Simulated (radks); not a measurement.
The numbers below are computed, except where a source is named.
Charge is removed step by step from the 5p (averaged over the sub-levels emptied) level of Lu+, starting from [Xe] 4f14 6s2. Code: a radial shooting solver on a logarithmic mesh with Libxc functionals. Model: Dirac Kohn-Sham, PBE, spin-unpolarised, spherical densities, point nucleus.

removed (e)  E - E(0) (eV)  eigenvalue (eV)  E minus straight line (eV)
0                    0.000          -40.744                       0.000
0.25                10.591          -43.993                      -1.250
0.5                 22.003          -47.317                      -1.679
0.75                34.255          -50.710                      -1.268
1                   47.363          -54.166                       0.000

Removing the whole electron costs 47.363 eV by Delta-SCF, against 40.744 eV from minus the eigenvalue at the starting occupation. Slater's transition state (half an electron removed) gives 47.317 eV. Integrating minus the eigenvalue over the occupation (Janak's theorem) gives 47.363 eV. The mean slope of the eigenvalue, de/dn, is 13.4 eV per electron.
